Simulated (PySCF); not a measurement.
Ligands exchanged one at a time, In CH3-OH. Isolated molecules, 0 K electronic values unless said otherwise. One relaxed conformer stands for each flexible species; it need not be the lowest. Strings in code marks are SMILES.

The HOMO from two functionals at the same geometries (B3LYP-D3(BJ)/def2-TZVP), both in PySCF: PBE-D3(BJ)/def2-TZVP and B3LYP-D3(BJ)/def2-TZVP. B3LYP has the VWN-RPA correlation part, as in Gaussian. 

```
species                                                                   PBE-D3(BJ)/def2-TZVP (eV)  B3LYP-D3(BJ)/def2-TZVP (eV)
------------------------------------------------------------------------  -------------------------  ---------------------------
0 of 3 CH3 replaced by OH (`[CH3][In]([CH3])[CH3]`)                                           -5.84                        -6.75
1 of 3 CH3 replaced by OH (`[OH][In]([CH3])[CH3]` (C–In–O–H torsion 0°))                      -6.17                        -7.19
2 of 3 CH3 replaced by OH                                                                     -6.39                        -7.73
3 of 3 CH3 replaced by OH (`[OH][In]([OH])[OH]`)                                              -6.95                        -8.40
```

Over these rows, drawn at random from the members with no instability flagged (it was tested for open shells, ions and some series alone), PBE minus B3LYP-D3(BJ): mean +1.18 eV, from +0.92 eV to +1.45 eV.
